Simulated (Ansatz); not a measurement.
Born–Oppenheimer molecular dynamics of Cl₂FGeH₅O₂Si (12 atoms, charge 0, multiplicity 1). It starts at the highest image of a converged band, a first-order saddle point between two minima.

All numbers below come from RKS PBE/def2-SVP (Ansatz 0.2.0).

| Property | Result |
| --- | --- |
| ensemble | NVE (velocity Verlet) |
| time step | 0.5 fs |
| steps asked | 200 |
| starting velocities drawn for | 300 K |
| seed | 9323 |

First frame:

```xyz
12
Properties=species:S:1:pos:R:3
Ge 0.135 -0.205 -0.018
O 0.297 0.216 1.879
H -0.513 0.662 2.197
Cl 2.007 0.542 -0.757
F -1.133 1.025 -0.111
Cl -0.729 -1.474 -1.600
O 0.573 -1.839 1.041
Si 0.414 -3.531 0.816
H 1.172 -3.929 -0.410
H 1.028 -4.142 2.041
H -1.029 -3.927 0.722
H 0.433 -1.056 1.893
```

What does the run give?

All steps were run.

```json
{"steps done": "200", "time covered": "100 fs", "mean temperature over the second half": "313 K", "spread of the potential energy over the second half": "4.3 meV per atom", "mean potential energy of the second half above the start": "-1.4 meV per atom"}
```

The conserved energy stayed within 0.096 meV per atom of its start (net change 0.041 meV per atom), so the integration is sound. A run of 0.1 ps of so small a system gives no equilibrium averages. The orbitals stay closed-shell, which can raise the energy where a bond breaks towards radicals; this wasn't checked here.

What happens to the structure?

Between its relaxed ends the band would form Ge1–O7, O2–H12 and break O7–H12. These pairs go: Ge1–O7 2.00 → 2.53 Å, O2–H12 1.28 → 2.73 Å, O7–H12 1.17 → 0.95 Å. In the last frame they stand as before the step (other bonds may differ from the relaxed reactants and products). It ends as Cl2FGeHO + H4OSi. Pairs count as bonded within 1.25 times the sum of covalent radii (0.12 Å more for H–H). Another seed would give other details.

How do temperature and energy run in time?


```
time (fs)  T (K)  potential energy less start (eV)  conserved less start (meV/atom)
        0    300                             0.000                             0.00
        5    216                             0.110                             0.04
       10    166                             0.174                             0.04
       15    195                             0.136                             0.03
       20    167                             0.172                             0.08
       25    171                             0.168                             0.07
       30    194                             0.137                             0.05
       35    208                             0.120                             0.06
       40    255                             0.059                             0.04
       45    284                             0.021                             0.03
       50    302                            -0.003                             0.05
       55    351                            -0.066                             0.03
       60    325                            -0.031                             0.04
       65    316                            -0.020                             0.06
       70    386                            -0.110                             0.03
       75    360                            -0.077                             0.03
       80    278                             0.029                             0.04
       85    285                             0.020                             0.03
       90    301                             0.000                             0.04
       95    263                             0.049                             0.05
      100    244                             0.074                             0.04
```

Time of the run: 8.9 min on 4 threads of Intel(R) Xeon(R) Platinum 8488C (Sapphire Rapids), with other jobs on the host, peak memory 0.26 GiB.
